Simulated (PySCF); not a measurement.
NICS in one family of compounds.

NICS is the negative of the GIAO shielding at a point without a nucleus: at the ring centre (0) and 1 Å above and below it (1); zz is the component along the ring normal. Level: GIAO PBE0/pcSseg-1 (PySCF, non-relativistic, gas phase) on the GFN2-xTB geometries, one conformer each. Atom numbers follow the mapped SMILES.

Task: Order these rings by mean NICS(1)zz, lowest (most negative) first (ppm).
A. ring C3–C4–N5–N6–N7 in `[N:1]#[C:2][c:3]1[cH:4][nH:5][n:6][n:7]1`
B. ring N2–N3–C4–C7–N11 in `[CH3:1][n:2]1[n:3][c:4]([C:5]#[N:6])[c:7]([CH:8]2[CH2:9][CH2:10]2)[n:11]1`
C. ring C3–N4–N5–N7–C8 in `[CH:1]#[C:2][c:3]1[n:4][n:5]([CH3:6])[n:7][c:8]1[C:9]#[N:10]`
D. ring C3–C4–N5–N6–N12 in `[N:1]#[C:2][c:3]1[cH:4][n:5][n:6]([CH2:7][C:8]([F:9])([F:10])[F:11])[n:12]1`

Result: A (-34.2), D (-32.6), C (-30.2), B (-29.2).

```csv
SMILES,ring,NICS(0),NICS(1),NICS(1)zz,HOMA,rms pucker (Å),ring atoms with four or more neighbours
N#Cc1c[nH]nn1,5-membered ring with 3 N; formal bonds all aromatic,-14.5,-13.5,-34.2,0.92,0.00,0
N#Cc1cnn(CC(F)(F)F)n1,5-membered ring with 3 N; formal bonds all aromatic,-14.1,-13.4,-32.6,0.96,0.00,0
C#Cc1nn(C)nc1C#N,5-membered ring with 3 N; formal bonds all aromatic,-13.8,-12.8,-30.2,0.93,0.00,0
Cn1nc(C#N)c(C2CC2)n1,5-membered ring with 3 N; formal bonds all aromatic,-12.9,-12.7,-29.2,0.95,0.00,0
```

NICS(0) gives the same order. The isotropic NICS(1) gives the same order. HOMA uses Krygowski's 1993 parameters. NICS(1) and NICS(1)zz are means over the two faces.
